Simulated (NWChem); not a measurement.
System: C4H5N; SMILES C1=CCN=C1

```xyz
10

C      0.7284     0.9756     0.0000
C     -0.6190     1.0150     0.0000
C     -1.0924    -0.4004     0.0000
N      0.0801    -1.2414     0.0000
C      1.0895    -0.4453     0.0000
H      1.4228     1.8166     0.0000
H     -1.2591     1.8985     0.0000
H     -1.7216    -0.6375     0.8784
H     -1.7216    -0.6375    -0.8784
H      2.1165    -0.8298     0.0000
```
Atoms are numbered in this order, from 1.

The geometry was optimised at PBE0/def2-SVP.

**Question.** Give the principal values of the shielding tensors (ppm) of C1, C2, C3, N4, C5 from PBE0/pcSseg-1, GIAO (NWChem), with their diamagnetic and paramagnetic parts as GIAO splits them.

**Answer.** 
```csv
atom,σ11,σ22,σ33,isotropic,diamagnetic,paramagnetic
C1,-59.6,61.6,143.3,48.4,252.6,-204.2
C2,-95.4,7.2,156.1,22.6,253.4,-230.8
C3,98.7,99.3,139.5,112.5,246.5,-134.0
N4,-457.8,-144.8,248.7,-118.0,323.2,-441.2
C5,-91.9,22.5,107.9,12.9,251.5,-238.7
```
